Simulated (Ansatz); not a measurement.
`FCC[SiH2]Cl` and `FCCBS` differ in one atom or group.

Ansatz, PBE0-D4/def2-TZVP geometries, multiplicity 1. Each molecule was computed in one conformer, which needn't be the lowest.

```csv
property,`FCC[SiH2]Cl`
HOMO energy (PBE0/def2-TZVPP) / eV,-8.71
LUMO energy (ωB97M-V/def2-TZVPP) / eV,2.02
HOMO energy (ωB97M-V/def2-TZVPP) / eV,-10.94
LUMO energy (PBE/def2-TZVPP) / eV,-0.63
HOMO–LUMO gap (ωB97M-V/def2-TZVPP) / eV,12.97
HOMO–LUMO gap (PBE0/def2-TZVPP) / eV,8.98
```

Problem. Give the same properties after the change, and the shifts. (Estimate.)

Solution. Ansatz gave: 
```json
{"property": "HOMO energy (PBE0/def2-TZVPP) / eV", "`FCCBS`": "-8.24", "shift": "0.47"}
{"property": "LUMO energy (ωB97M-V/def2-TZVPP) / eV", "`FCCBS`": "1.08", "shift": "-0.94"}
{"property": "HOMO energy (ωB97M-V/def2-TZVPP) / eV", "`FCCBS`": "-10.44", "shift": "0.50"}
{"property": "LUMO energy (PBE/def2-TZVPP) / eV", "`FCCBS`": "-1.90", "shift": "-1.27"}
{"property": "HOMO–LUMO gap (ωB97M-V/def2-TZVPP) / eV", "`FCCBS`": "11.52", "shift": "-1.45"}
{"property": "HOMO–LUMO gap (PBE0/def2-TZVPP) / eV", "`FCCBS`": "7.31", "shift": "-1.67"}
```

With PBE0 the HOMO rises by 0.47 eV and the LUMO falls by 1.20 eV, so the gap narrows by about 1.67 eV. PBE moves the HOMO by 0.28 eV and ωB97M-V by 0.50 eV.
